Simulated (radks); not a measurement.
Task: Te V, configuration [Kr] 4d10 5s2. All-electron calculation, scalar-relativistic Kohn-Sham, r2SCAN, spin-polarised, spherical densities, finite nucleus; meta-GGA in the generalised Kohn-Sham scheme; Fermi nuclear charge, rms radius 4.7423 fm. Program: a radial shooting solver on a logarithmic mesh with Libxc functionals. Some entries of the table are withheld. Estimate them.

orbital  occ.  eigenvalue (hartree)  <r> (bohr)  <r^2> (bohr^2)
1s          2             -1166.016     0.02782        0.001048
2s          2                   (1)      0.1198             (2)
2p          6             -162.3395      0.1048         0.01340
3s          2             -37.50385      0.3214          0.1181
3p          6             -31.46784      0.3197          0.1186
3d         10             -22.35745      0.2967          0.1043
4s          2              -7.78474      0.7655          0.6616
4p          6              -5.90395         (3)          0.7667
4d         10              -3.14615      0.9592           1.075
5s          2              -1.95965       1.870             (4)

Result: 
(1) 2s eigenvalue (hartree): -180.7815
(2) 2s <r^2> (bohr^2): 0.01693
(3) 4p <r> (bohr): 0.8205
(4) 5s <r^2> (bohr^2): 3.906
